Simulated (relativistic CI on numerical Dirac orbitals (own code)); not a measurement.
# d1 to d9 in one tetrahedral field

Computed with a parametric ligand-field model without spin-orbit coupling, by exact diagonalisation: B = 800, C = 3200, 10Dq = -7200 cm⁻¹ (Td; |10Dq|/B = 9.0) for every shell. Energies in cm⁻¹; the field energy is (0.6 n_e − 0.4 n_t2) × 10Dq of the ground term; g labels are left out.

```tsv
Shell	Ground term	Electrons in e	Field energy	First spin-allowed bands	Lowest term of other spin
d1	2E	1.000	-4320	2T2 7200	
d2	3A2	2.000	-8640	3T2 7200, 3T1 12000	1E 12311
d3	4T1	1.916	-5155	4T2 6253, 4A2 13453	2E 8133
d4	5T2	2.000	-2880	5E 7200	3T1 10793
d5	6A1	2.000	0	none	4T1 18934
d6	5E	3.000	-4320	5T2 7200	3T1 11383
d7	?	?	?	?	?
d8	3T1	3.916	-5155	3T2 6253, 3A2 13453	1T2 11620
d9	2T2	4.000	-2880	2E 7200
```

(1) Fill in the row of d7.

## Answers

(1) Ground term: 4A2; Electrons in e: 4.000; Field energy: -8640; First spin-allowed bands: 4T2 7200, 4T1 12000; Lowest term of other spin: 2E 14864. Every shell keeps the spin of the free ion. Tetrahedral fields of 3d complexes are almost always too weak to pair spins. High-spin d^(n+5) repeats the spin-allowed bands of d^n, since the half-filled shell is spherical.
